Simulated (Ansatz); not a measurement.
Reaction (isomerisation): `[SiH3]OC[SiH2]Cl` → `C[SiH2]O[SiH2]Cl`

Computed with Ansatz on PBE0-D4/def2-TZVP structures; ΔE is electronic, products minus reactants. CBS: MP2 limit from def2 TZ/QZ plus the TZ coupled-cluster correction, frozen cores. Functionals use def2-TZVPP. B3LYP here is the variant with VWN-RPA as its local correlation; programs differ in this. Each species was taken in one conformer, which may not be the lowest.

```tsv
level	ΔE (kJ/mol)	difference from CCSD(T)/CBS
PBE-D4	-222.0	17.1
r2SCAN-D4	-238.4	0.7
PBE0-D4	-230.2	8.9
B3LYP-D4	-232.8	6.3
ωB97X-V	-230.3	8.8
ωB97M-V	-235.4	3.7
B2PLYP	-235.9	3.2
PBE	-220.2	18.9
r2SCAN	-237.9	1.2
PBE0	-228.5	10.6
B3LYP	-229.9	9.2
HF/def2-TZVPP	-241.1	-2.0
MP2/def2-TZVPP	-243.9	-4.8
SCS-MP2/def2-TZVPP	-238.6	0.5
CCSD/def2-TZVPP	-236.8	2.3
CCSD(T)/def2-TZVPP	-235.2	3.9
HF/def2-QZVPP	-242.7	-3.6
MP2/def2-QZVPP	-246.7	-7.6
SCS-MP2/def2-QZVPP	-241.5	-2.4
HF/CBS(def2)	-242.9	-3.8
MP2/CBS(def2)	-247.8	-8.7
CCSD/CBS(def2)	-240.7	-1.6
CCSD(T)/CBS	-239.1	0
```

Largest T1 diagnostic among the species: 0.011.

From PBE to PBE0 (25 % exact exchange), in def2-TZVPP and without D4, ΔE moves by −8.3 kJ/mol.
